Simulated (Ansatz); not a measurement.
A structure relaxed at PBE0-D4/def2-TZVP, charge 0, multiplicity 2:

| atom | x (Å) | y (Å) | z (Å) |
| --- | --- | --- | --- |
| C1 | 1.1979 | -0.7447 | 1.0525 |
| C2 | 0.0577 | -0.1664 | 0.8049 |
| Si3 | -0.3491 | 0.3252 | -0.9309 |
| Cl4 | -0.6743 | 2.3437 | -1.0143 |
| Cl5 | -2.0634 | -0.6194 | -1.5278 |
| H6 | 1.7626 | -1.1530 | 1.8791 |
| H7 | -0.6676 | 0.0365 | 1.6008 |
| H8 | 0.7363 | -0.0219 | -1.8643 |

Problem. Give its formula and SMILES.

Solution. C2H3Cl2Si, `[CH]=C[SiH](Cl)Cl`.

Problem. Point group (tolerance 0.08 Å, 0.16 Å for H)?

Solution. Cs.

Problem. Summarise the bond lengths by kind.

Solution. 1 × C–C 1.302 Å; 2 × C–H 1.081 to 1.096 Å; 1 × C–Si 1.849 Å; 2 × Cl–Si 2.046 Å; 1 × H–Si 1.473 Å.

Results of the Gaussian-basis code of Ansatz.
